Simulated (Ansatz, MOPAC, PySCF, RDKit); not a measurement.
Dimer: HF (SMILES F) (first 2 atoms) with HCl (SMILES Cl); geometry from B3LYP-D3(BJ)/def2-TZVP, rigid monomers moved along the line of their centres of mass till H2···Cl3 is 2.63 Å.
(charge 0, multiplicity 1):
```xyz
4

F     -0.0125    -0.0839    -0.1391
H      0.1544     0.1338     0.7509
Cl    -0.0317     0.5400     3.3457
H     -1.2464     0.1226     3.3269
```

Interaction energies are E(AB) − E(A) − E(B) at the monomers' geometry in the complex; basis-set methods are counterpoise corrected. RDKit's UFF carries no charges.

The state that AM1 reach isn't checked.

Run with Ansatz (an electronic-structure program); MOPAC for AM1 (differences of heats of formation); PySCF for the dispersion terms; RDKit for the force fields. Values without a source in brackets are computed.

**Question.** One of these levels gives -1.02 kcal/mol for the interaction energy. Name it.
A. PBE-D4/def2-TZVPPD
B. AM1
C. HF/aug-cc-pV(D+d)Z
D. UFF

**Answer.** B, AM1. The others give 0.91 (UFF), -1.79 (HF/aug-cc-pV(D+d)Z), -3.02 (PBE-D4/def2-TZVPPD)
